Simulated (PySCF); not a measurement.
# Choosing a basis for TDDFT

Compound: AsB2H5.
Numbering: `[BH2:1][BH:2][AsH2:3]` (hydrogens: H4, H5 on B1; H6 on B2; H7, H8 on As3)

TDDFT with PBE0 (PySCF), vertical singlets, core orbitals frozen in the response, spherical d and f functions. The structure is a single PBE0-D3(BJ)/def2-SVP conformer in the gas phase; no vibrational or solvent corrections. Relativistic effects, spin–orbit coupling among them, are left out although an element past zinc is present.

**Question.** How do the low singlets change with the basis? Take 6-31G*, def2-SVP, def2-SVPD, aug-cc-pVDZ, def2-TZVP, def2-TZVPD and aug-cc-pVTZ.

**Answer.** 

```tsv
basis	functions	diffuse	S1 (eV)	S2 (eV)	S3 (eV)	S4 (eV)	S5 (eV)	LUMO (eV)	α (au)
6-31G*	70	no	4.47	4.66	5.42	5.71	6.07	-1.65	56.1
def2-SVP	85	no	4.39	4.53	5.29	5.58	5.94	-1.85	59.2
def2-SVPD	118	yes	4.37	4.48	5.25	5.55	5.91	-1.93	67.5
aug-cc-pVDZ	127	yes	4.36	4.45	5.24	5.53	5.91	-1.93	68.5
def2-TZVP	140	no	4.36	4.48	5.26	5.55	5.91	-1.91	64.9
def2-TZVPD	173	yes	4.34	4.46	5.25	5.53	5.90	-1.94	68.3
aug-cc-pVTZ	266	yes	4.34	4.45	5.24	5.52	5.89	-1.95	68.8
```

States are compared by their number. Against the largest diffuse basis here (aug-cc-pVTZ, itself not a converged limit), sets without diffuse functions differ by up to 0.13 eV in S1 and 0.18 eV in S5; the smaller diffuse sets differ by up to 0.03 and 0.02 eV. State by state, the largest deviation of a set without diffuse functions is S1 0.13, S2 0.21, S3 0.18, S4 0.18, S5 0.18 eV. The same number needn't mean the same state in each row. Against aug-cc-pVTZ the polarisability deviates by -18% in 6-31G*, -14% in def2-SVP, -2% in def2-SVPD, 0% in aug-cc-pVDZ, -6% in def2-TZVP, -1% in def2-TZVPD.
